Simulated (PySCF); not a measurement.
Vertical excitations of a molecule C₄H₁₀Si₂ from TDA-PBE/def2-SVPD (PySCF), as energy in eV (oscillator strength): 5.09 (0.002), 5.91 (0.047), 6.00 (0.022), 6.13 (0.026), 6.17 (0.025), 6.31 (0.017). Lowest triplet (TDA): 4.23 eV. Geometry: PBE0-D3(BJ)/def2-SVP. Other conformers were not sampled.

**Question.** Which structure fits?
A) C=C[SiH2][SiH2]C=C
B) C[Si@H]1C=CC[SiH2]1
C) C[C@]1([SiH3])C=C[SiH2]1
D) CC=C=C[SiH2][SiH3]

**Answer.** B, C[Si@H]1C=CC[SiH2]1
